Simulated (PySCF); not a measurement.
## Electron correlation in Tm (thulium, neutral)

Starting occupation: [Xe] 4f13 6s2, 4f5/2 with m_j = -5/2, -3/2, -1/2, +1/2, +3/2, +5/2, 4f7/2 with m_j = -5/2, -3/2, -1/2, +1/2, +3/2, +5/2, +7/2. Computed with PySCF 2.14 in x2c-SVPall-2c (7s10p9d3f1g, 112 functions), with X2C-1e with screened-nucleus spin-orbit coupling, Gaussian nucleus. Frozen: [Ar] 3d10; 41 electrons correlated; the 16 highest virtual spinors left out.

MP2 pair energies summed by pair of shells (mhartree):

| pair | energy | share (%) |
| --- | --- | --- |
| 4f5/2-4f7/2 | -188.50 | 15.5 |
| 4f7/2-4f7/2 | -100.51 | 8.3 |
| 4f5/2-4f5/2 | -64.56 | 5.3 |
| 4d5/2-4f7/2 | -61.58 | 5.1 |
| 4f7/2-5p3/2 | -58.61 | 4.8 |
| 5p3/2-5p3/2 | -53.52 | 4.4 |
| 4d5/2-4f5/2 | -53.09 | 4.4 |
| 4f5/2-5p3/2 | -51.56 | 4.2 |
| 5p1/2-5p3/2 | -50.38 | 4.1 |
| 4d3/2-4d5/2 | -43.65 | 3.6 |
| 4d3/2-4f7/2 | -40.68 | 3.3 |
| 4f7/2-5p1/2 | -33.42 | 2.7 |
| 4d3/2-4f5/2 | -32.37 | 2.7 |
| 4d5/2-4d5/2 | -30.82 | 2.5 |
| 4d5/2-4p3/2 | -25.42 | 2.1 |
| 4f5/2-5p1/2 | -22.01 | 1.8 |
| 4f7/2-4p3/2 | -19.84 | 1.6 |
| 5p3/2-6s1/2 | -18.90 | 1.6 |
| 4d3/2-4p3/2 | -17.81 | 1.5 |
| 5p3/2-5s1/2 | -17.64 | 1.4 |
| 4f5/2-4p3/2 | -17.29 | 1.4 |
| 4d5/2-5p3/2 | -16.98 | 1.4 |
| 6s1/2-6s1/2 | -16.28 | 1.3 |
| 4d5/2-4p1/2 | -13.63 | 1.1 |
| 5p1/2-5p1/2 | -12.96 | 1.1 |
| 4d3/2-4d3/2 | -11.58 | 1.0 |
| 4d5/2-5p1/2 | -9.48 | 0.8 |
| 4f7/2-4p1/2 | -9.13 | 0.8 |
| 5p1/2-5s1/2 | -8.60 | 0.7 |
| 4d3/2-4p1/2 | -7.90 | 0.6 |

Total MP2 correlation energy: -1216.9 mhartree.

This basis was not built for core-valence correlation, so the inner-shell part is incomplete.
